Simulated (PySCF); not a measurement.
Species: C8H11P.
Atom-mapped SMILES: `[CH3:1][C:2]1=[CH:3][P:4]1[C:5]1=[CH:6][CH2:7][CH2:8][CH2:9]1` (hydrogens: H10, H11, H12 on C1; H13 on C3; H14 on C6; H15, H16 on C7; H17, H18 on C8; H19, H20 on C9)

The same species was optimised twice, with GFN2-xTB and with PBE0-D3(BJ)/def2-SVP (PySCF), and the same property calculations (PySCF, gas phase) were run on both structures.

```json
{"coordinate": "C5=C6 (Å)", "GFN2-xTB": "1.332", "PBE0-D3(BJ)/def2-SVP": "1.344", "change": "+0.012"}
{"coordinate": "C3–P4 (Å)", "GFN2-xTB": "1.843", "PBE0-D3(BJ)/def2-SVP": "1.835", "change": "-0.008"}
{"coordinate": "C2–P4 (Å)", "GFN2-xTB": "1.851", "PBE0-D3(BJ)/def2-SVP": "1.845", "change": "-0.006"}
{"coordinate": "C6–C7 (Å)", "GFN2-xTB": "1.498", "PBE0-D3(BJ)/def2-SVP": "1.502", "change": "+0.004"}
{"coordinate": "C1–C2 (Å)", "GFN2-xTB": "1.469", "PBE0-D3(BJ)/def2-SVP": "1.473", "change": "+0.004"}
{"coordinate": "P4–C5 (Å)", "GFN2-xTB": "1.826", "PBE0-D3(BJ)/def2-SVP": "1.830", "change": "+0.004"}
{"coordinate": "C2=C3 (Å)", "GFN2-xTB": "1.308", "PBE0-D3(BJ)/def2-SVP": "1.306", "change": "-0.002"}
{"coordinate": "C8–C9 (Å)", "GFN2-xTB": "1.537", "PBE0-D3(BJ)/def2-SVP": "1.538", "change": "+0.001"}
{"coordinate": "C5–C9 (Å)", "GFN2-xTB": "1.509", "PBE0-D3(BJ)/def2-SVP": "1.510", "change": "+0.001"}
{"coordinate": "C7–C8 (Å)", "GFN2-xTB": "1.538", "PBE0-D3(BJ)/def2-SVP": "1.538", "change": "0.000"}
{"coordinate": "C3–P4–C5 (°)", "GFN2-xTB": "101.0", "PBE0-D3(BJ)/def2-SVP": "103.5", "change": "+2.5"}
{"coordinate": "C2–P4–C5 (°)", "GFN2-xTB": "101.0", "PBE0-D3(BJ)/def2-SVP": "103.1", "change": "+2.1"}
{"coordinate": "P4–C5–C9 (°)", "GFN2-xTB": "125.3", "PBE0-D3(BJ)/def2-SVP": "126.7", "change": "+1.4"}
{"coordinate": "P4–C5–C6 (°)", "GFN2-xTB": "123.7", "PBE0-D3(BJ)/def2-SVP": "122.5", "change": "-1.2"}
{"coordinate": "C6–C7–C8 (°)", "GFN2-xTB": "103.2", "PBE0-D3(BJ)/def2-SVP": "102.8", "change": "-0.4"}
{"coordinate": "C6–C5–C9 (°)", "GFN2-xTB": "111.0", "PBE0-D3(BJ)/def2-SVP": "110.7", "change": "-0.3"}
{"coordinate": "C5–C6–C7 (°)", "GFN2-xTB": "112.5", "PBE0-D3(BJ)/def2-SVP": "112.3", "change": "-0.2"}
{"coordinate": "C5–C9–C8 (°)", "GFN2-xTB": "103.5", "PBE0-D3(BJ)/def2-SVP": "103.4", "change": "-0.1"}
{"coordinate": "C3–P4–C5–C6 (°)", "GFN2-xTB": "-158", "PBE0-D3(BJ)/def2-SVP": "-159", "change": "-1"}
```

Rotational constants: A = 2807, B = 883.3, C = 768.4 MHz (GFN2-xTB) against A = 2838, B = 857.5, C = 752.8 MHz (PBE0-D3(BJ)/def2-SVP). Point groups within 0.08 Å: C1 and C1. Atoms that the bonding makes alike are paired by their places after alignment.

On the GFN2-xTB structure: HOMO (eV) -6.41 [PBE0/pcSseg-1]; LUMO (eV) -0.21 [PBE0/pcSseg-1]; dipole (D) 1.91 [PBE0/pcSseg-1]; GIAO shielding of C1 (ppm) 168.5 [PBE0/pcSseg-1]; GIAO shielding of C2 (ppm) 40.6 [PBE0/pcSseg-1]; GIAO shielding of C3 (ppm) 63.6 [PBE0/pcSseg-1]; GIAO shielding of P4 (ppm) 533.3 [PBE0/pcSseg-1]; GIAO shielding of C5 (ppm) 25.2 [PBE0/pcSseg-1]; GIAO shielding of C6 (ppm) 39.8 [PBE0/pcSseg-1]; GIAO shielding of C7 (ppm) 147.1 [PBE0/pcSseg-1]; GIAO shielding of C8 (ppm) 161.0 [PBE0/pcSseg-1].

Problem. What do these properties become on the PBE0-D3(BJ)/def2-SVP structure?

Solution. 
```json
{"property": "HOMO (eV)", "level": "PBE0/pcSseg-1", "on GFN2-xTB": "-6.41", "on PBE0-D3(BJ)/def2-SVP": "-6.38", "change": "+0.03"}
{"property": "LUMO (eV)", "level": "PBE0/pcSseg-1", "on GFN2-xTB": "-0.21", "on PBE0-D3(BJ)/def2-SVP": "-0.27", "change": "-0.06"}
{"property": "dipole (D)", "level": "PBE0/pcSseg-1", "on GFN2-xTB": "1.91", "on PBE0-D3(BJ)/def2-SVP": "1.91", "change": "0.00"}
{"property": "energy, GFN2-xTB geometry as zero (kcal/mol)", "level": "PBE0/pcSseg-1", "on GFN2-xTB": "0.0", "on PBE0-D3(BJ)/def2-SVP": "-0.8", "change": "-0.8"}
{"property": "GIAO shielding of C1 (ppm)", "level": "PBE0/pcSseg-1", "on GFN2-xTB": "168.5", "on PBE0-D3(BJ)/def2-SVP": "166.7", "change": "-1.8"}
{"property": "GIAO shielding of C2 (ppm)", "level": "PBE0/pcSseg-1", "on GFN2-xTB": "40.6", "on PBE0-D3(BJ)/def2-SVP": "40.9", "change": "+0.3"}
{"property": "GIAO shielding of C3 (ppm)", "level": "PBE0/pcSseg-1", "on GFN2-xTB": "63.6", "on PBE0-D3(BJ)/def2-SVP": "63.0", "change": "-0.6"}
{"property": "GIAO shielding of P4 (ppm)", "level": "PBE0/pcSseg-1", "on GFN2-xTB": "533.3", "on PBE0-D3(BJ)/def2-SVP": "524.8", "change": "-8.5"}
{"property": "GIAO shielding of C5 (ppm)", "level": "PBE0/pcSseg-1", "on GFN2-xTB": "25.2", "on PBE0-D3(BJ)/def2-SVP": "23.2", "change": "-2.0"}
{"property": "GIAO shielding of C6 (ppm)", "level": "PBE0/pcSseg-1", "on GFN2-xTB": "39.8", "on PBE0-D3(BJ)/def2-SVP": "35.1", "change": "-4.7"}
{"property": "GIAO shielding of C7 (ppm)", "level": "PBE0/pcSseg-1", "on GFN2-xTB": "147.1", "on PBE0-D3(BJ)/def2-SVP": "146.2", "change": "-0.9"}
{"property": "GIAO shielding of C8 (ppm)", "level": "PBE0/pcSseg-1", "on GFN2-xTB": "161.0", "on PBE0-D3(BJ)/def2-SVP": "158.3", "change": "-2.7"}
```

The heavy atoms differ by 0.045 Å rms after alignment (one structure mirrored). Among bonds between heavy atoms C5=C6 changes most (+0.012 Å). Changes are differences of the printed values. Neither structure is proved a minimum here.
